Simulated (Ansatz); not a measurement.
Cost and result up the ladder for the cluster Ti₂S₃ (the lowest singlet isomer of a short search) (5 atoms). Charge 0, multiplicity 1. Geometry: PBE-D4/def2-SVP.

```xyz
5

Ti    0.063   -0.428    1.057
Ti   -0.063    0.428   -1.057
S     1.068   -1.533   -0.685
S    -1.985   -0.122    0.069
S     0.917    1.655    0.616
```

Ansatz on 4 threads of Intel Xeon on a shared host. Times are rough, and most runs start from the orbitals of an earlier one. No level here is sound enough to serve as a yardstick. Binding counts from free atoms at the same level (Ti triplet, S triplet; other spins of the atoms weren't run), without zero-point energy or a counterpoise term.

B3LYP takes the VWN-RPA correlation. No other spin state of charge 0 was run. The structure comes from a short search, and lower isomers may exist.

Run but left out: CCSD(T)/def2-TZVP (restricted singlet, unstable towards broken spin symmetry).

```tsv
level	functions	wall time
PBE-D4/def2-SVP	116	2.9 s
PBE0-D4/def2-SVP	116	5.5 s
B3LYP-D4/def2-TZVP	201	11 s
PBE0-D4/def2-TZVP	201	12 s
CAM-B3LYP-D4/def2-TZVP	201	15 s
```

(1) Estimate what each level gives for the binding energy per atom (eV).

Answers

(1) 
| level | binding energy per atom (eV) | remarks |
| --- | --- | --- |
| PBE-D4/def2-SVP | 4.53 | restricted SCF unstable in HF |
| PBE0-D4/def2-SVP | 3.96 | restricted SCF unstable in HF |
| B3LYP-D4/def2-TZVP | 3.84 | restricted SCF unstable in HF |
| PBE0-D4/def2-TZVP | 3.96 | restricted SCF unstable in HF |
| CAM-B3LYP-D4/def2-TZVP | 3.64 | restricted SCF unstable in HF |
